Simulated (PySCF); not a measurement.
Rows and methods have been separated. Pair them.

CHBClF3O2.
Bonds: O1–B2, B2–Cl3, B2–O4, O4–C5, C5–F6, C5–F7, C5–F8. Hydrogens: H9 on O1.

The closed-shell ground state was solved 6 times with PySCF (density fitting, gas phase), always with PBE0, in these basis sets: 6-311+G(2d,p), IGLO-III, STO-3G, aug-cc-pVDZ, cc-pVDZ and cc-pVTZ. One conformer (not necessarily the lowest) at the PBE0-D3(BJ)/def2-SVP geometry, without solvent, vibrations or thermal averaging.

```csv
row,total energy (Eh),HOMO (eV),LUMO (eV),dipole (D)
P,-973.4762,-9.68,0.14,2.34
Q,-973.2724,-9.51,0.49,2.26
R,-973.4178,-9.74,-0.34,2.34
S,-973.3130,-9.73,-0.44,2.25
T,-973.4553,-9.66,0.26,2.25
U,-961.0845,-6.64,3.53,2.14
```

Which basis belongs to which row?

P = IGLO-III, Q = cc-pVDZ, R = 6-311+G(2d,p), S = aug-cc-pVDZ, T = cc-pVTZ, U = STO-3G. From the lowest total energy up: IGLO-III (299 functions) 0 eV; cc-pVTZ (258 functions) +0.57 eV; 6-311+G(2d,p) (230 functions) +1.59 eV; aug-cc-pVDZ (197 functions) +4.44 eV; cc-pVDZ (121 functions) +5.54 eV; STO-3G (45 functions) +337.20 eV.

Shape of the structure used: `[OH:1][B:2]([Cl:3])[O:4][C:5]([F:6])([F:7])[F:8]`: O1–B2–O4–C5 2°, B2–O4–C5–F6 60°, H–O1–B2–Cl3 0°.
